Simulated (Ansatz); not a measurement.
Isolated molecules relaxed with PBE0-D4/def2-TZVP in Ansatz; ΔE leaves out vibrations. CCSD(T)/CBS adds triple-zeta CCSD(T) − MP2 to the extrapolated MP2 energy (def2 sets, frozen cores). DFT in def2-TZVPP. B3LYP here is the variant with VWN-RPA as its local correlation; programs differ in this. For Se outer-core shells are correlated without core-valence functions, which leaves a few kJ/mol of doubt a bond. Scalar relativity is left out up to krypton. One conformer a species, not always the lowest.

`C=C(F)[SiH2][SeH]` + `OBN[SiH3]` → `[SiH3]NB[SeH]` + `C=C(F)[SiH2]O`  (redistribution)

```json
{"level": "PBE-D4", "ΔE (kJ/mol)": "35.8", "difference from CCSD(T)/CBS": "6.6"}
{"level": "r2SCAN-D4", "ΔE (kJ/mol)": "32.7", "difference from CCSD(T)/CBS": "3.5"}
{"level": "PBE0-D4", "ΔE (kJ/mol)": "36.1", "difference from CCSD(T)/CBS": "6.9"}
{"level": "B3LYP-D4", "ΔE (kJ/mol)": "32.1", "difference from CCSD(T)/CBS": "2.9"}
{"level": "ωB97X-V", "ΔE (kJ/mol)": "31.8", "difference from CCSD(T)/CBS": "2.6"}
{"level": "ωB97M-V", "ΔE (kJ/mol)": "33.2", "difference from CCSD(T)/CBS": "4.0"}
{"level": "B2PLYP", "ΔE (kJ/mol)": "28.8", "difference from CCSD(T)/CBS": "-0.4"}
{"level": "PBE", "ΔE (kJ/mol)": "35.1", "difference from CCSD(T)/CBS": "5.9"}
{"level": "r2SCAN", "ΔE (kJ/mol)": "32.5", "difference from CCSD(T)/CBS": "3.3"}
{"level": "PBE0", "ΔE (kJ/mol)": "35.4", "difference from CCSD(T)/CBS": "6.2"}
{"level": "B3LYP", "ΔE (kJ/mol)": "31.0", "difference from CCSD(T)/CBS": "1.8"}
{"level": "HF/def2-TZVPP", "ΔE (kJ/mol)": "30.5", "difference from CCSD(T)/CBS": "1.3"}
{"level": "MP2/def2-TZVPP", "ΔE (kJ/mol)": "26.3", "difference from CCSD(T)/CBS": "-2.9"}
{"level": "SCS-MP2/def2-TZVPP", "ΔE (kJ/mol)": "25.3", "difference from CCSD(T)/CBS": "-3.9"}
{"level": "CCSD/def2-TZVPP", "ΔE (kJ/mol)": "27.1", "difference from CCSD(T)/CBS": "-2.1"}
{"level": "CCSD(T)/def2-TZVPP", "ΔE (kJ/mol)": "26.9", "difference from CCSD(T)/CBS": "-2.3"}
{"level": "HF/def2-QZVPP", "ΔE (kJ/mol)": "30.5", "difference from CCSD(T)/CBS": "1.3"}
{"level": "MP2/def2-QZVPP", "ΔE (kJ/mol)": "27.7", "difference from CCSD(T)/CBS": "-1.5"}
{"level": "SCS-MP2/def2-QZVPP", "ΔE (kJ/mol)": "26.5", "difference from CCSD(T)/CBS": "-2.7"}
{"level": "HF/CBS(def2)", "ΔE (kJ/mol)": "30.5", "difference from CCSD(T)/CBS": "1.3"}
{"level": "MP2/CBS(def2)", "ΔE (kJ/mol)": "28.7", "difference from CCSD(T)/CBS": "-0.5"}
{"level": "CCSD/CBS(def2)", "ΔE (kJ/mol)": "29.5", "difference from CCSD(T)/CBS": "0.3"}
{"level": "CCSD(T)/CBS", "ΔE (kJ/mol)": "29.2", "difference from CCSD(T)/CBS": "0"}
```

Largest T1 diagnostic among the species: 0.012.

In def2-TZVPP, CCSD(T) changes the Hartree–Fock value by −3.6 kJ/mol (the triples alone add −0.2 kJ/mol) and MP2 by −4.2 kJ/mol.
